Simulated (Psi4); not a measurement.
Pair of molecules, SMILES P with SMILES [AsH3] (the first has 4 atoms); geometry from B3LYP-D3(BJ)/def2-TZVP.
(charge 0, multiplicity 1):
```xyz
8

P     -0.5518     0.1766     0.2743
H      0.7162    -0.4564     0.2556
H     -1.2642    -1.0484     0.2453
H     -0.5941     0.3428    -1.1351
As    -0.4515    -0.2415     3.8900
H     -1.8152     0.4360     3.9278
H      0.2822     1.0922     3.9484
H     -0.4163    -0.4018     5.4082
```

Computed with SAPT0/aug-cc-pVDZ run with Psi4 1.11.

Q: Give the four SAPT terms and the total, and say what mostly holds the pair together.

A: electrostatics -9.4, exchange 16.2, induction -2.9, dispersion -10.1, total -6.2 kJ/mol; the largest attraction is dispersion.
